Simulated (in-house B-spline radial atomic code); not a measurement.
# RPA and G0W0 on LDA VWN5: the arsenic ion As³⁺

Configuration [Ar] 3d10 4s2, mean-field start LDA VWN5. Computed with a B-spline radial code for spherical atoms: all electrons, scalar-relativistic (spin-free one-electron X2C), finite nucleus, each spin shell either full or empty, empty states to l = 9 with an (l + 1/2)⁻⁴ tail; G0W0 by contour deformation at full frequency.

Command:
```bash
python run_gw.py task.json out
```
Settings (radii: box in bohr, nucleus in fm):
```
Z                        33
electrons                30
configuration            [Ar] 3d10 4s2
hamiltonian              x2c
method                   lda,vwn
lmax                     9
rms_radius               4.0968
spin_polarised           False
box_radius               14.14
intervals                69
ion_configuration        [Ar] 3d10 4s1
```

Cost of the run: 8.5 s on 1 thread of Arm Neoverse N1, with other jobs on the host.

Energies (hartree):

| term | value |
| --- | --- |
| mean-field total | -2255.27345 |
| Hartree-Fock functional on these orbitals | -2257.02801 |
| direct second order | -2.7293 |
| second-order exchange | 0.79071 |
| SOSEX correction | 0.71239 |

Q: What is the RPA correlation energy, and what remains with SOSEX?

A: RPA gives -2.3131 hartree (-2.1 eV per electron); RPA + SOSEX gives -1.6007, and the second-order doubles -1.9386 hartree (no singles). RPA lacks exchange-type terms and so overcorrelates at short range.

Quasi-particle levels (eV):

| level | occupied | mean field | Σx - vxc | Σc | QP weight | G0W0 |
| --- | --- | --- | --- | --- | --- | --- |
| 4s | yes | -44.85 | -3.40 | ? | ? | ? |
| 3d | yes | -75.28 | -16.41 | 4.19 | 0.879 | -87.50 |
| 4p | no | -33.24 | 6.44 | -1.62 | 0.949 | -28.434 |

G0W0 = mean field + (Σx - vxc) + Σc, with Σc (partial-wave tail included) taken at the quasi-particle energy. Only the outer levels were computed. Levels of low weight are left out.

Q: Where does G0W0 put 4s?

A: At -50.38 eV, with Σc = -2.14 eV and a quasi-particle weight of 0.951. The tabulated removal energy is 50.15 ± 0.06 eV (NIST, measured); the calculation leaves out spin-orbit coupling, Breit and QED terms, and what these don't explain is the method's own error.

Q: What does it cost to remove one electron (to [Ar] 3d10 4s1) by differences of total energies, each species on its own start (correlation terms add to the Hartree-Fock functional)?

A: LDA VWN5 50.66 eV, Hartree-Fock functional 47.75 eV, + RPA 50.28 eV, + RPA + SOSEX 49.69 eV, + second order 50.83 eV. Tabulated: 50.15 ± 0.06 eV (NIST, measured); the calculation leaves out spin-orbit coupling, Breit and QED terms, and what these don't explain is the method's own error.
